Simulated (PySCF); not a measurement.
Job file and geometry (Å, from PBE0-D3(BJ)/def2-SVP) of a spin–spin coupling run on cyclo-(H2GeO)4, PBE/pcJ-1 Ge:pcSseg-1 indirect spin-spin coupling, non-relativistic, gas phase (PySCF); density fitting, a coarse starting grid and PySCF grid level 2 are the driver's defaults:

```
$ OMP_NUM_THREADS=2 python probes_run.py task.json out

{"job": {"kind": "j", "xc": "PBE", "basis": "pcJ-1"}, "charge": 0, "multiplicity": 1}
Ge     1.029485     0.212298    -1.889896
H      1.346812     0.821691    -3.257632
H      1.884258    -1.004580    -1.493519
O     -0.669164    -0.278192    -1.921691
Ge    -1.946292    -0.620049    -0.747174
H     -2.906846    -1.615825    -1.404023
H     -2.577773     0.713582    -0.313146
O     -1.272761    -1.411926     0.681687
Ge     0.186027    -1.378553     1.679582
H     -0.205666    -1.908118     3.062390
H      1.288964    -2.175676     0.962257
O      0.749226     0.283348     1.891882
Ge     0.733621     1.790346     0.966644
H     -0.708468     2.325794     0.922997
H      1.759186     2.722945     1.615717
O      1.275030     1.488964    -0.689645
```

Problem. What does the program print?

Solution. 
```
coarse grid: 70160 points
cycle   1  E = -8610.6282067633  dE = -1.279e+00  |g| = 2.858e+00  |ddm| = 4.268e+00
cycle   2  E = -8606.5491074042  dE =  4.079e+00  |g| = 5.311e+00  |ddm| = 5.654e+00
cycle   3  E = -8611.2196621578  dE = -4.671e+00  |g| = 1.189e+00  |ddm| = 5.118e+00
cycle   4  E = -8611.4692336295  dE = -2.496e-01  |g| = 2.438e-01  |ddm| = 9.318e-01
cycle   5  E = -8611.4741163139  dE = -4.883e-03  |g| = 5.201e-02  |ddm| = 1.722e-01
cycle   6  E = -8611.4740918983  dE =  2.442e-05  |g| = 5.209e-02  |ddm| = 6.396e-02
cycle   7  E = -8611.4745749638  dE = -4.831e-04  |g| = 4.456e-03  |ddm| = 3.555e-02
cycle   8  E = -8611.4745799277  dE = -4.964e-06  |g| = 1.300e-03  |ddm| = 6.575e-03
final grid: 139960 points
cycle   9  E = -8611.4743470207  dE =  9.047e-08  |g| = 2.048e-03  |ddm| = 4.716e-03
cycle  10  E = -8611.4743445335  dE =  2.487e-06  |g| = 4.274e-03  |ddm| = 5.047e-03
cycle  11  E = -8611.4743478646  dE = -3.331e-06  |g| = 7.109e-04  |ddm| = 3.179e-03
cycle  12  E = -8611.4743479687  dE = -1.041e-07  |g| = 1.518e-04  |ddm| = 6.461e-04
cycle  13  E = -8611.4743479723  dE = -3.678e-09  |g| = 3.659e-05  |ddm| = 1.189e-04
cycle  14  E = -8611.4743479726  dE = -2.146e-10  |g| = 8.738e-06  |ddm| = 2.960e-05
converged SCF energy = -8611.4743479726

Indirect spin-spin couplings (Hz)
  i      j    bonds     total        FC       PSO       DSO        SD
  1 H    2 H    2     51.318    54.920     1.071    -4.673         -
  1 H    3 O    2    -17.614   -17.897     0.125     0.158         -
  1 H    5 H    4      0.345     1.320     0.629    -1.604         -
  1 H    6 H    4     -0.734     0.110     0.509    -1.352         -
  1 H   10 H    6     -0.349     0.730     0.433    -1.512         -
  1 H   13 H    4     -0.762     0.123     0.525    -1.409         -
  1 H   14 H    4      0.356     1.344     0.637    -1.625         -
  1 H   15 O    2    -17.585   -17.869     0.129     0.154         -
  2 H    3 O    2     -6.878    -7.216     0.177     0.160         -
  2 H    5 H    4     -0.785    -0.015     0.460    -1.230         -
  2 H    6 H    4     -0.878     0.530     0.767    -2.175         -
  2 H    7 O    4     -0.340    -0.244     0.041    -0.137         -
  2 H    9 H    6     -0.480     0.674     0.461    -1.614         -
  2 H   10 H    6      2.298    -0.406    -1.550     4.253         -
  2 H   11 O    4     -0.317    -0.205     0.048    -0.161         -
  2 H   13 H    4     -0.925     0.443     0.741    -2.109         -
  2 H   14 H    4     -0.796     0.053     0.502    -1.351         -
  2 H   15 O    2     -6.511    -6.852     0.179     0.161         -
  3 O    5 H    2    -16.836   -17.119     0.125     0.158         -
  3 O    6 H    2     -7.744    -8.077     0.172     0.161         -
  3 O   10 H    4     -0.390    -0.318     0.035    -0.107         -
  3 O   13 H    4     -0.349    -0.254     0.041    -0.136         -
  5 H    6 H    2     52.658    56.255     1.078    -4.675         -
  5 H    7 O    2    -16.912   -17.192     0.122     0.158         -
  5 H    9 H    4      0.335     1.282     0.614    -1.560         -
  5 H   10 H    4     -0.763    -0.032     0.446    -1.177         -
  5 H   13 H    6     -0.453     0.700     0.459    -1.613         -
  6 H    7 O    2     -8.174    -8.502     0.168     0.160         -
  6 H    9 H    4     -0.725     0.043     0.470    -1.238         -
  6 H   10 H    4     -0.812     0.625     0.790    -2.227         -
  6 H   11 O    4     -0.410    -0.351     0.029    -0.087         -
  6 H   13 H    6      2.315    -0.432    -1.575     4.322         -
  6 H   14 H    6     -0.327     0.752     0.430    -1.509         -
  6 H   15 O    4     -0.392    -0.317     0.037    -0.112         -
  7 O    9 H    2    -17.278   -17.554     0.122     0.155         -
  7 O   10 H    2     -7.548    -7.880     0.169     0.163         -
  7 O   13 H    4     -0.313    -0.200     0.049    -0.162         -
  9 H   10 H    2     52.674    56.255     1.074    -4.654         -
  9 H   11 O    2    -16.231   -16.520     0.124     0.164         -
  9 H   13 H    4     -0.824    -0.111     0.424    -1.137         -
  9 H   14 H    4      0.306     1.275     0.624    -1.593         -
 10 H   11 O    2     -8.593    -8.919     0.167     0.159         -
 10 H   13 H    4     -0.895     0.517     0.769    -2.181         -
 10 H   14 H    4     -0.655     0.240     0.543    -1.438         -
 10 H   15 O    4     -0.401    -0.343     0.029    -0.087         -
 11 O   13 H    2     -6.144    -6.488     0.182     0.162         -
 11 O   14 H    2    -17.968   -18.248     0.125     0.155         -
 13 H   14 H    2     51.221    54.807     1.065    -4.651         -
 13 H   15 O    2     -7.058    -7.397     0.177     0.162         -
 14 H   15 O    2    -17.243   -17.533     0.128     0.162         -
```

Size and cost of the density-fitted run: 352 basis functions; peak memory 2.5 GiB.
